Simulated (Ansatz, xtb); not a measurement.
# Isomers of C3H6BBrO2 in order of energy

4 gas-phase structures of C3H6BBrO2, from a drawn sample of its isomers (lower ones may exist). Each was relaxed with GFN2-xTB:

A. `C=C(Br)CB(O)O`, a singlet
B. `BrB1OCCCO1`, a singlet
C. `C/C=C(/Br)B(O)O`, a singlet
D. `BrC1COBOC1`, a singlet

Problem. Estimate their order in r2SCAN-D4/def2-SVP energy at these geometries, lowest first.

Solution. Calculated order at r2SCAN-D4/def2-SVP: B (0.000), C (0.766), A (0.910), D (1.342) eV.

Energies above the lowest of each column, in eV; the last columns are at B3LYP/def2-SVP geometries and were run for some of them only (a dash: not run or not comparable):

```json
{"structure": "B", "GFN2-xTB": "0.000", "HF/STO-3G": "0.000", "r2SCAN-D4/def2-SVP": "0.000", "B3LYP/def2-SVP": "0.000", "CCSD(T)/def2-SVP + ΔMP2/def2-TZVPP": "0.000"}
{"structure": "C", "GFN2-xTB": "1.978", "HF/STO-3G": "2.882", "r2SCAN-D4/def2-SVP": "0.766", "B3LYP/def2-SVP": "0.727", "CCSD(T)/def2-SVP + ΔMP2/def2-TZVPP": "0.529"}
{"structure": "A", "GFN2-xTB": "2.089", "HF/STO-3G": "3.139", "r2SCAN-D4/def2-SVP": "0.910", "B3LYP/def2-SVP": "0.868", "CCSD(T)/def2-SVP + ΔMP2/def2-TZVPP": "0.616"}
{"structure": "D", "GFN2-xTB": "1.196", "HF/STO-3G": "1.548", "r2SCAN-D4/def2-SVP": "1.342", "B3LYP/def2-SVP": "–", "CCSD(T)/def2-SVP + ΔMP2/def2-TZVPP": "–"}
```

Every level run on B puts it lowest or level with the lowest. Flexible structures stand in one conformer each, not always the lowest. Frequencies (GFN2-xTB) were run for A, B, C alone. The ΔMP2 step shifts differences by up to 0.238 eV, which makes them less sure. ΔMP2 is the change of the MP2 energy from the smaller to the larger basis.

Over these structures GFN2-xTB departs from r2SCAN-D4/def2-SVP by 0.634 eV on average once a common shift is removed. A GFN2-xTB relaxation took about 0.16 s and the r2SCAN-D4/def2-SVP energy about 2.2 s on a shared host (Ansatz 0.2.0, xtb 6.7.1).
